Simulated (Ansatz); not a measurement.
Breaking a bond: CH2S, SMILES C=S. The C1–S4 bond (C1 also carries H, H; S4 carries nothing else) is varied alone, starting from the PBE0/def2-TZVP optimised geometry.

Methods: RCCSD(T) = CCSD(T) on RHF/cc-pVTZ, frozen core in Ansatz (a first-principles code); UKS-B3LYP = unrestricted B3LYP/cc-pVTZ (Ansatz); RKS-B3LYP = restricted B3LYP/cc-pVTZ in Ansatz.

Energies are in kJ/mol, each relative to the lowest point of its own curve near equilibrium.

```tsv
R / Å	RCCSD(T)	UKS-B3LYP	RKS-B3LYP
1.20	803.7	769.3	769.3
1.27	481.5	456.5	456.5
1.35	243.6	227.0	227.0
1.43	103.2	93.1	93.1
1.51	29.6	24.6	24.6
1.54	14.6	11.3	11.3
1.60	0.3	0.0	0.0
1.64	0.0	1.5	1.5
1.69	7.6	11.2	11.2
1.76	29.2	35.7	35.7
1.86	74.2	85.1	85.1
1.96	127.6	142.5	143.6
2.19	248.4	268.0	285.6
2.41	339.4	369.9	409.4
2.67	450.4	457.2	527.5
2.89	560.0	500.1	601.8
3.17	659.6	528.7	665.3
3.52	694.5	544.6	708.2
3.90	706.1	551.4	731.4
4.35	711.8	554.3	745.7
4.75	714.3	555.1	752.5
5.69	716.8	555.7	759.4
```

At the longest distance, 5.69 Å, RKS-B3LYP lies highest above its minimum (759.4 kJ/mol) and UKS-B3LYP lowest (555.7 kJ/mol).

The T1 diagnostic of CCSD on the restricted reference of RCCSD(T) exceeds 0.045 at 1.96 to 2.89 Å. The unrestricted solution behind UKS-B3LYP changes between 2.41 and 2.67 Å, which can leave a kink. The unrestricted determinant behind UKS-B3LYP is spin-contaminated at 1.96 to 5.69 Å (<S²> up to 2.0, against 0.00 for a pure singlet). The restricted form behind RKS-B3LYP keeps the bonding electrons paired and can't separate into open-shell fragments.
